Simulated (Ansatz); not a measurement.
Two isomers of C2H6O2Si: A = `C1OC[SiH2]O1`, B = `[SiH3]OC1CO1`.

Isolated molecules relaxed with PBE0-D4/def2-TZVP in Ansatz; ΔE leaves out vibrations. CCSD(T)/CBS adds triple-zeta CCSD(T) − MP2 to the extrapolated MP2 energy (def2 sets, frozen cores). Functionals use def2-TZVPP. B3LYP here is the variant with VWN-RPA as its local correlation; programs differ in this. One conformer a species, not always the lowest.

A:

Z-matrix (Å, degrees):
```
C
O 1 1.409
O 1 1.400 2 110.4
H 1 1.091 2 109.5 3 117.8
H 1 1.102 2 108.9 3 -121.5
Si 2 1.660 1 110.3 3 26.4
C 3 1.428 1 109.8 2 -44.2
H 6 1.484 2 111.1 1 -121.8
H 6 1.486 2 112.0 1 115.5
H 7 1.099 3 110.9 1 -81.5
H 7 1.090 3 107.6 1 160.0
```

B:

```xyz
11

Si    0.372   -1.686    0.048
O    -0.898   -0.628   -0.120
C    -0.822    0.682    0.265
C     0.054    1.630   -0.409
O     0.367    1.095    0.886
H    -0.137   -2.944   -0.545
H     1.569   -1.229   -0.705
H     0.728   -1.896    1.472
H    -1.738    1.018    0.746
H    -0.180    2.691   -0.423
H     0.684    1.267   -1.216
```

Question: Which is lower in electronic energy at CCSD(T)/CBS, and by how much? (An estimate is asked.)

Answer: Computed: A, by 21.0 kcal/mol.

Question: Give E(B) − E(A) in kcal/mol with B3LYP, ωB97M-V, CCSD(T)/def2-TZVPP, B2PLYP, r2SCAN-D4, HF/def2-TZVPP, PBE-D4. (An estimate is asked.)

Answer: The calculation gave: B3LYP 19.7, ωB97M-V 20.6, CCSD(T)/def2-TZVPP 20.4, B2PLYP 20.1, r2SCAN-D4 19.9, HF/def2-TZVPP 20.2, PBE-D4 19.5. None reverses the order clearly.

Largest T1 diagnostic: 0.013.

From PBE to PBE0 (25 % exact exchange), in def2-TZVPP and without D4, E(B) − E(A) moves by +1.4 kcal/mol.
